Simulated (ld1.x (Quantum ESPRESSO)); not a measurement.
# Before and after: RRKJ potential for C (Z = 6)

* Element: C
* Generator: ld1.x (Quantum ESPRESSO) 7.5
* Type: norm-conserving RRKJ (Kleinman–Bylander form)
* Functional: PBE
* Relativity: scalar-relativistic
* Frozen core: [He]
* Valence charge: 4
* Reference configuration: 2s2 2p1 (charge +1)
* Partial waves: 2s (bound): rc 1.15 bohr; 2p (bound): rc 2.25 bohr; 3d channel at 0.45 Ry: rc 2.15 bohr
* Local potential: all-electron potential smoothed inside 0.85 bohr (lloc = -2)
* Core correction: none

Change: local potential all-electron potential smoothed inside 2.06 bohr (lloc = -2).

Cutoffs: the cutoffs (Ry, on a coarse ladder) from which the occupation-weighted sum of valence levels, in a spherical-Bessel basis at the reference potential, stays within 10 and 1 mRy of its value at 400 Ry; they do not see the model core or the augmentation charge, which bear on the density cutoff. Errors are all-electron minus pseudo energies relative to the spin-unpolarised reference configuration.

How do hardness, ghosts and transferability respond?

The potential gets neither clearly harder nor softer (50 Ry and 70 Ry → 50 Ry and 70 Ry); the errors of the 7 common tests hardly move; the range in which the s phases agree narrows (upper end at the end of the scan → 0.7); neither file shows a bound ghost.

| quantity | base | changed |
| --- | --- | --- |
| cutoff, loose | 50 Ry | 50 Ry |
| cutoff, tight | 70 Ry | 70 Ry |
| bound ghosts | none | none |
| error for 2s2 2p2, meV [ΔE -10.86 eV] | +53 | +48 |
| error for 2s2 2p0, meV [ΔE 24.16 eV] | +237 | +244 |
| error for 2s1 2p0, meV [ΔE 72.35 eV] | +641 | +664 |
| error for 2s1 2p3, meV [ΔE -2.38 eV] | +126 | +119 |
| error for 2s0 2p4, meV [ΔE 6.11 eV] | +185 | +176 |
| error for 2s2 2p1.5, meV [ΔE -6.90 eV] | +21 | +20 |
| error for 2s2 2p2.3, meV [ΔE -12.02 eV] | +66 | +57 |
| s: phases at 2.46 bohr within 0.05 rad from the reference energy up to (Ry; the scan ends near 5) | to the end of the scan | 0.7 |
| p: phases at 2.46 bohr within 0.05 rad from the reference energy up to (Ry; the scan ends near 5) | 0.6 | 0.4 |
| d: phases at 2.46 bohr within 0.05 rad from the reference energy up to (Ry; the scan ends near 5) | to the end of the scan | 4.6 |
